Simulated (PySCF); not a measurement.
# Polarisability and C₆ of Zr⁺ (zirconium, charge +1)

[Kr] 4d2 5s1, high-spin 4F determinant. Computed with PySCF 2.14 in ANO-RCC-VTZP (7s6p4d2f1g, 68 functions), with scalar relativity by spin-free X2C-1e. Coupled (time-dependent) response in atomic units; α is the mean over directions. The basis has no added diffuse functions, which lowers α and C₆.

```csv
method,mean α (bohr³),C₆ (like pair),S(−4)
PW91,55.23,454.9,1972
TPSSh,61.95,525.9,2565
```

S(−4) is the Cauchy moment in α(ω) = α(0) + S(−4) ω² + …

Spin-orbit coupling is absent.

α(iu) at PW91:

```json
{"u (hartree)": "0", "α(iu) (bohr³)": "55.23"}
{"u (hartree)": "0.0500", "α(iu) (bohr³)": "50.77"}
{"u (hartree)": "0.100", "α(iu) (bohr³)": "41.29"}
{"u (hartree)": "0.200", "α(iu) (bohr³)": "25.38"}
{"u (hartree)": "0.300", "α(iu) (bohr³)": "17.12"}
{"u (hartree)": "0.500", "α(iu) (bohr³)": "10.16"}
{"u (hartree)": "0.750", "α(iu) (bohr³)": "6.654"}
{"u (hartree)": "1.00", "α(iu) (bohr³)": "4.821"}
{"u (hartree)": "1.50", "α(iu) (bohr³)": "2.890"}
{"u (hartree)": "2.00", "α(iu) (bohr³)": "1.915"}
{"u (hartree)": "3.00", "α(iu) (bohr³)": "1.007"}
{"u (hartree)": "5.00", "α(iu) (bohr³)": "0.4186"}
```

A single London oscillator, α(iu) = α/(1 + u²/ω²), gives C₆ = (3/4) ω α². Matching the computed C₆ needs ω = 4 × 454.9 / (3 × 55.23²) = 0.199 hartree.

For an ion, C₆ is the dispersion term alone; charge-induced terms of lower order in 1/R come first.
